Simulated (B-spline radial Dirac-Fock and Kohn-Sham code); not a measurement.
Sc: photoemission with Ag Lα (2984.4 eV) photons

System: the Sc atom in the configuration [Ar] 3d1 4s2.

Calculated with a B-spline atomic structure program, using the independent-particle Dirac-Slater model, thresholds from Dirac-Fock. The asymmetry parameter β is from the dipole term alone. Kinetic energies are from the vacuum level. Open shells are spread statistically over j, without multiplet splitting.

The last column is dσ/dΩ = σ/(4π) · [1 + β P₂(cos θ)] at θ = 0° from the polarisation vector of linearly polarised light.

```
subshell  electrons  binding (eV)  kinetic (eV)   σ (kb)     β  dσ/dΩ (kb/sr)
      2s          2         510.5        2473.9     9.41  2.00           2.25
   2p1/2          2         415.0        2569.4     3.51  1.10          0.587
   2p3/2          4         410.5        2573.9     6.74  1.11           1.13
      3s          2         66.90        2917.5     1.26  2.00          0.301
   3p1/2          2         39.77        2944.6    0.389  1.05         0.0634
   3p3/2          4         39.27        2945.1    0.748  1.05          0.122
   3d3/2        0.4          7.28        2977.1  0.00138  0.46       0.000160
   3d5/2        0.6          7.26        2977.1  0.00202  0.46       0.000234
      4s          2          5.52        2978.9    0.108  2.00         0.0259
```

Branching ratios of the spin-orbit partners (statistical value in brackets): 2p 1.92 (2.00), 3p 1.92 (2.00), 3d 1.47 (1.50).
